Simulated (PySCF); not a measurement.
Structure problem from calculated spectra and properties.

Formula: C6H17AlS.

| Item | Value |
| --- | --- |
| Valence photoelectron | vertical ionisation energy: 8.08 eV [ΔSCF wB97X-D/def2-SVPD] |
| Rotational structure | rotational constants A, B, C: 2.287, 0.751, 0.699 GHz [PBE0-D3(BJ)/def2-SVP] |
| Triplet | lowest triplet excitation (Tamm–Dancoff): 5.72 eV [TDA wB97X-D/def2-SVPD] |
| UV, first state | lowest singlet excitation: 5.93 eV (209 nm, f = 0.006) [TDDFT wB97X-D/def2-SVPD] |
| NMR, other nuclei | isotropic shieldings of nuclei other than C and H, by class: 391 (1 Al), 591 (1 S) ppm [GIAO PBE0/pcSseg-1] |
| 13C NMR | chemical shifts (computed TMS as zero) by class: 30.3 (3 C), 24.2 (2 C), 13.9 (1 C) ppm [GIAO PBE0/pcSseg-1] |
| Dipole | 4.45 D [wB97X-D/def2-SVPD] |

Gas-phase values; electronic properties from PySCF, density fitting. Levels stand in brackets. Isolated species at its PBE0-D3(BJ)/def2-SVP geometry (one conformer only). NMR classes are plain means over equivalent atoms (diastereotopic ones count apart unless rotation or inversion swaps them), as if these changed places fast.

Question: Give a SMILES that accounts for the data.

Answer: Numbering: `[CH3:1][S+:2]([CH3:3])[AlH2-:4][C:5]([CH3:6])([CH3:7])[CH3:8]`. 6 carbons fall into 3 classes; from least to most shielded: methyl carbon [C6/C7/C8] (30.3 ppm, 3 C, up to 3.7 ppm apart in this geometry), S-methyl carbon [C1/C3] (24.2 ppm, 2 C, up to 2.7 ppm apart in this geometry), sp3 carbon without hydrogen [C5] (13.9 ppm). The other shieldings belong to: 391 ppm, aluminium bonded to C, S and 2 H [Al4]; 591 ppm, sulfur bonded to Al and 2 C [S2]. The first electron is taken from the HOMO, whose largest Löwdin shares are 0.38 on the sp3 carbon without hydrogen, 0.18 on the aluminium bonded to C, S and 2 H and 0.07 on each of 2 atoms of one kind (methyl carbon). The optimised geometry has point group C1 and is an asymmetric top. Structure: `C[S+](C)[AlH2-][C](C)(C)C`. The assignments are read from this structure; whether some other isomer fits the data as well wasn't checked.

Conformer computed: `[CH3:1][S+:2]([CH3:3])[AlH2-:4][C:5]([CH3:6])([CH3:7])[CH3:8]`: C1–S2–Al4–C5 -168°, S2–Al4–C5–C6 -168°.
